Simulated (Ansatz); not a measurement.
The cluster Li₂I₂. The state is a triplet with charge 0. Geometry r2SCAN-D4/def2-TZVP; atoms count from 1.

```csv
atom,x (Å),y (Å),z (Å)
Li1,1.337,-1.184,1.278
Li2,-1.310,0.860,-1.539
I3,1.282,0.848,-0.590
I4,-1.309,-0.523,0.851
```

In the def2 sets I takes a core potential; there is no spin–orbit coupling. In the triplet, I3 and I4 lie 3.27 Å apart (atoms count from 1), so these atoms are partly bonded to each other. At PBE0-D4/def2-TZVP a singlet of charge 0 lies 4.14 eV below the triplet, each at its own geometry. The structure comes from a short search, and lower isomers may exist.

Estimate the Mulliken populations from the PBE0/def2-TZVP orbitals of Ansatz.


| atom | charge (e) | spin (α − β) |
| --- | --- | --- |
| Li1 | 0.34 | 0.50 |
| Li2 | 0.34 | 0.50 |
| I3 | -0.34 | 0.50 |
| I4 | -0.34 | 0.50 |
Mulliken values and Mayer orders depend strongly on the basis.

Where does the spin sit?

Summed by element: Li 1.00, I 1.00, of 2 unpaired in all. Largest on single atoms: Li1 0.50, Li2 0.50, I3 0.50.

And the Mayer bond orders between bonded heavy atoms (over 0.3)?

I3–I4 0.51 (3.27 Å). Values over 0.3 also appear between atoms too far apart for a bond (Li1–Li2 0.47 at 4.37 Å); they arise where an orbital or an unpaired electron spreads over both atoms.
